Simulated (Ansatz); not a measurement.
Geometry optimisation, UKS PBE/def2-SVP in Ansatz 0.2.0.

The input (input.yaml):

```yaml
crystal:
  periodic: [false, false, false]
  atoms:
    - { symbol: W, position_ang: [0.0, 0.0, 0.0] }
    - { symbol: F, position_ang: [0.0, 0.0, 2.1] }
    - { symbol: F, position_ang: [1.85, 0.0, 0.0] }
    - { symbol: H, position_ang: [0.0, 1.72, 0.0] }
    - { symbol: F, position_ang: [-1.85, 0.0, 0.0] }
    - { symbol: O, position_ang: [0.0, -1.94, 0.0] }
    - { symbol: H, position_ang: [0.3816, -2.2771, 0.8723] }
    - { symbol: F, position_ang: [0.0, 0.0, -1.85] }
    - { symbol: Cl, position_ang: [0.0, 0.0, 3.9] }
magnetization:
  spin_polarized: true
  initial_magnetization: 1
basis:
  gaussian: { orbitals: def2-SVP }
hamiltonian:
  xc: pbe
relax:
  f_tol: 0.15
  max_steps: 25
  restrain:
    - { distance: [1, 8], at: 1.5, k: 30.0 }
    - { distance: [0, 1], at: 3.05, k: 30.0 }
output:
  orbitals: {}
```

Command:

```bash
$ ansatz run input.yaml --threads 4 --pin off --max-ram 5120MiB --backend cpu --events-out ev --progress --plain --runs-dir out
```

**Question.** Where does it end, and by what steps?

**Answer.** It converged. The restraints hold the end off the free minimum. After 23 steps the energy has fallen by 0.254 eV (the restraints' own energy left out); O6 moved furthest, 0.78 Å. Parted: W1–F2 (2.10 → 3.05 Å).

| step | energy less start (eV) | largest force component (eV/Å) | accepted |
| --- | --- | --- | --- |
| 0 | 0.0000 | 6.546 | yes |
| 1 | 0.4715 | 4.169 | yes |
| 2 | 1.0077 | 5.565 | yes |
| 3 | 0.5181 | 3.599 | yes |
| 4 | 0.2946 | 2.698 | yes |
| 5 | 0.1238 | 1.979 | yes |
| 6 | -0.0214 | 1.931 | yes |
| 7 | -0.0578 | 2.330 | yes |
| 8 | -0.1905 | 1.516 | yes |
| 9 | -0.2360 | 1.198 | yes |
| 10 | -0.2064 | 2.154 | yes |
| 11 | -0.2008 | 2.272 | yes |
| 12 | -0.2234 | 2.110 | yes |
| 13 | -0.3114 | 1.074 | no |
| 14 | -0.2547 | 1.790 | yes |
| 15 | -0.2654 | 1.717 | yes |
| 16 | -0.2491 | 1.889 | yes |
| 17 | -0.2751 | 1.740 | no |
| 18 | -0.2537 | 1.927 | yes |
| 19 | -0.2457 | 2.072 | yes |
| 20 | -0.2777 | 1.812 | no |
| 21 | -0.2580 | 2.007 | yes |
| 22 | -0.2601 | 2.016 | yes |
| 23 | -0.2540 | 2.101 | yes |

```xyz
9
Properties=species:S:1:pos:R:3
W -0.029 -0.110 -0.399
F -0.145 0.567 2.575
F 1.862 -0.439 -0.522
H 0.416 1.323 0.397
F -1.888 0.160 -0.092
O -0.034 -1.625 0.715
H 0.823 -2.099 0.782
F -0.217 0.164 -2.220
Cl -0.406 -0.439 3.786
```

Time of the run: 110 s on 4 threads of Arm Neoverse V1 (shared host), peak memory 0.4 GiB.
